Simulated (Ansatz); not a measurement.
A structure relaxed at PBE0-D4/def2-SVP in Ansatz, charge 0, singlet:

```
atom    x (Å)    y (Å)    z (Å)
 Si1  -0.0208  -0.5682  -0.4656
 Si2   1.0903   1.5651  -0.8842
 Si3  -0.1014   1.4707   1.1112
 Ge4  -1.0956  -2.2676   0.7832
 Ge5  -0.1879   0.5294  -2.5730
 Ge6   0.3152  -0.7295   2.0282
```

(1) Give its formula.

(2) Summarise the bond lengths by kind (pairs closer than 1.2 times the sum of covalent radii, bridged metal pairs left out).

Results:

(1) Si₃Ge₃.

(2) 5 × Ge–Si 2.36 to 2.52 Å; 3 × Si–Si 2.33 to 2.58 Å; 1 × Ge–Ge 2.43 Å.

The restricted singlet is unstable towards broken spin symmetry in Hartree–Fock (as tested in another run); at PBE0-D4/def2-SVP this wasn't settled. Another isomer (singlet) lies 1.69 eV lower at PBE0-D4/def2-TZVP; other spin states weren't run for this one.
